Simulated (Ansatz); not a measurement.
Start from `[CH3][SnH]([F])[SeH]` and change one atom or group to get `[CH3][SnH]([F])[BH]Cl`.

Ansatz, PBE0-D4/def2-TZVP geometries, multiplicity 1. Each molecule was computed in one conformer, which needn't be the lowest.

Elements past krypton have def2 core potentials. Scalar relativity is left out up to krypton. Spin–orbit coupling is left out; it splits and shifts lone-pair levels of the heavy atoms by tenths of an eV.

| property | `[CH3][SnH]([F])[SeH]` |
| --- | --- |
| HOMO–LUMO gap (B3LYP/def2-TZVPP) / eV | 5.91 |
| size of the dipole moment (PBE/def2-TZVPP) / D | 2.97 |
| LUMO energy (PBE/def2-TZVPP) / eV | -1.73 |
| zero-point energy (PBE0-D4/def2-TZVP) / kJ/mol | 138.9 |
| LUMO energy (PBE0/def2-TZVPP) / eV | -0.83 |
| HOMO energy (PBE/def2-TZVPP) / eV | -6.13 |

(1) Give the same properties after the change, and the shifts. (Estimate.)

## Answers

(1) Ansatz gave: 
```tsv
property	`[CH3][SnH]([F])[BH]Cl`	shift
HOMO–LUMO gap (B3LYP/def2-TZVPP) / eV	4.84	-1.07
size of the dipole moment (PBE/def2-TZVPP) / D	2.75	-0.22
LUMO energy (PBE/def2-TZVPP) / eV	-3.47	-1.74
zero-point energy (PBE0-D4/def2-TZVP) / kJ/mol	152.9	14.0
LUMO energy (PBE0/def2-TZVPP) / eV	-2.56	-1.73
HOMO energy (PBE/def2-TZVPP) / eV	-6.54	-0.41
```

With PBE0 the HOMO falls by 0.47 eV and the LUMO falls by 1.73 eV, so the gap narrows by about 1.26 eV. PBE moves the HOMO by -0.41 eV and ωB97M-V by -0.40 eV. The zero-point energy changes by 14.0 kJ/mol with +3 modes. Dipoles are sizes alone; their direction can turn.

Positive LUMOs are unbound, so they and the gaps depend on the basis.

B3LYP here is the variant with VWN-RPA as its local correlation; programs differ in this.
